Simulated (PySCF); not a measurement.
# Ionisation energy of Pm⁶⁰⁺ by level of theory

Pm⁶⁰⁺ 1s1 (2S) → Pm⁶¹⁺ (bare nucleus), as a difference of total energies. Computed with PySCF 2.14 in an uncontracted even-tempered set (17 s from 150 bohr⁻², ratio 2.2; 7 p from 220 bohr⁻², ratio 2.4; 4 d from 660 bohr⁻², ratio 2.4; 3 f from 990 bohr⁻², ratio 2.4; 3 g from 1500 bohr⁻², ratio 2.4), with the spin-free X2C one-electron Hamiltonian (Gaussian nucleus). The calculations carry no spin-orbit coupling.

```json
{"method": "UHF", "ionisation energy (eV)": "53411.9"}
{"method": "LDA", "ionisation energy (eV)": "53335.0"}
{"method": "PBE", "ionisation energy (eV)": "53409.5"}
{"method": "PBE0", "ionisation energy (eV)": "53410.2"}
{"method": "r2SCAN", "ionisation energy (eV)": "53416.4"}
{"method": "PBEsol", "ionisation energy (eV)": "53382.5"}
{"method": "MN15", "ionisation energy (eV)": "53485.0"}
```

For one electron Hartree-Fock is exact for this Hamiltonian up to the basis; QED and nuclear recoil make up the gap, and the density functionals add self-interaction.

For comparison: 53346.31 ± 0.14 eV (theoretical estimate listed by NIST; NIST Atomic Spectra Database, ionization energies).
